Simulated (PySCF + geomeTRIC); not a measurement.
Species: H₉NOSi₃, SMILES `N[Si@@H](O)[SiH2][SiH3]` (charge 0, multiplicity 1).

Problem. Give a relaxed geometry from r2SCAN-D4/def2-TZVP (PySCF + geomeTRIC).

Solution. This is not unique; one that fits is the end point of this relaxation, one of several conformers (outside a Z-matrix the atoms follow the SMILES, hydrogens last).
Bond lengths (Å): N1–Si2 1.718, N1–H6 1.008, N1–H7 1.008, Si2–O3 1.654, Si2–Si4 2.343, Si2–H8 1.491, O3–H9 0.963, Si4–Si5 2.338, Si4–H10 1.493, Si4–H11 1.492, Si5–H12 1.488, Si5–H13 1.488, Si5–H14 1.486. Angles (°): Si2–N1–H6 122.1, Si2–N1–H7 120.1, H6–N1–H7 111.4, N1–Si2–O3 111.5, N1–Si2–Si4 116.3, N1–Si2–H8 103.7, O3–Si2–Si4 101.9, O3–Si2–H8 112.1, Si4–Si2–H8 111.6, Si2–O3–H9 116.0, Si2–Si4–Si5 111.0, Si2–Si4–H10 109.6, Si2–Si4–H11 109.6, Si5–Si4–H10 109.3, Si5–Si4–H11 109.9, H10–Si4–H11 107.3, Si4–Si5–H12 111.8, Si4–Si5–H13 109.8, Si4–Si5–H14 110.0, H12–Si5–H13 108.1, H12–Si5–H14 108.5, H13–Si5–H14 108.5.
